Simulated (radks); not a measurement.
Values are calculated unless marked as measured or tabulated.
The carbon ion C+, configuration [He] 2s2 2p1. Level of theory: scalar-relativistic Kohn-Sham, LDA (Slater exchange, Perdew-Zunger correlation), spin-polarised, spherical densities, finite nucleus; open shells are filled with parallel spins first; Fermi nuclear charge, rms radius 2.4702 fm (a radial shooting solver on a logarithmic mesh with Libxc functionals).

Radial electron density D(r) = 4 pi r^2 rho(r):

```
   r/bohr * D(r) (the largest magnitude, 6.18, reaches the edge; | marks zero)
  0.02757 |       *
  0.03505 |          *
  0.04455 |                *
  0.05618 |                      *
  0.07142 |                              *
   0.0908 |                                       *
   0.1154 |                                               *
   0.1467 |                                                     *
   0.1865 |                                                      *
   0.2352 |                                                 *
   0.2991 |                                       *
   0.3802 |                          *
   0.4833 |                *
   0.6144 |            *
   0.7748 |             *
    0.985 |                 *
    1.252 |                 *
    1.592 |             *
    2.024 |       *
    2.552 |   *
    3.244 |*
    4.124 *
    5.243 *
```

D(r) has 2 maxima, at r = 0.174, 1.15 bohr, and minima at 0.629 bohr, inside which lie 2.12 electrons.
